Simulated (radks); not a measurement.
Values are calculated unless marked as measured or tabulated.
Nb II, 40 electrons, occupied as [Kr] 4d4.

Level of theory: scalar-relativistic Kohn-Sham, r2SCAN, spin-polarised, spherical densities, finite nucleus; open shells are filled with parallel spins first (spin-orbit coupling, left out, can overturn this in heavy ions); meta-GGA in the generalised Kohn-Sham scheme; Fermi nuclear charge, rms radius 4.324 fm (a radial shooting solver on a logarithmic mesh with Libxc functionals).

Energy parts (hartree):
total: -3820.00512
kinetic: 3933.27390
electron-nucleus: -9194.17095
Hartree: 1560.02848
exchange-correlation: -119.13655

Orbitals (lengths in bohr, moments of r in powers of bohr; r(90%) holds 90 % of the orbital's charge):
orbital	occ.	eigenvalue (hartree)	<r^2>	r(90%)	<r^4>
1s down	1	-692.9615	0.001758	0.0647	8.005e-06
1s up	1	-692.9601	0.001758	0.0647	8.005e-06
2s up	1	-97.55070	0.02941	0.244	0.001493
2s down	1	-97.53264	0.02941	0.244	0.001492
2p up	3	-87.03348	0.02319	0.224	0.001073
2p down	3	-87.02083	0.02319	0.224	0.001073
3s up	1	-16.64669	0.2240	0.653	0.07793
3s down	1	-16.64094	0.2240	0.653	0.07794
3p up	3	-13.17522	0.2307	0.673	0.08723
3p down	3	-13.16781	0.2307	0.673	0.08716
3d up	5	-7.52107	0.2262	0.693	0.1006
3d down	5	-7.50663	0.2260	0.693	0.1001
4s up	1	-2.46633	1.556	1.71	3.700
4s down	1	-2.37505	1.524	1.69	3.541
4p up	3	-1.57346	1.987	1.96	6.347
4p down	3	-1.46495	1.926	1.93	5.947
4d up	4	-0.37454	4.920	3.24	48.79

The highest occupied level is 4d up at -10.192 eV. Summed over all electrons, <r^2> = 38.79 bohr^2, which gives a Langevin (diamagnetic) susceptibility term of -30.7 x 10^-6 cm^3/mol. The electron density at the nucleus is 8.401e+04 e/bohr^3 (large components only). For comparison, the ionisation energy in NIST's Atomic Spectra Database is 14.320 eV (semi-empirical). In exact Kohn-Sham theory the highest level is minus the ionisation energy, but local and semilocal functionals leave it too shallow, through self-interaction and a potential that decays too fast; potentials with the right tail come closer. The density falls to 0.001 e/bohr^3 at r = 4.01 bohr. Spin moment in Bohr magnetons: 4.
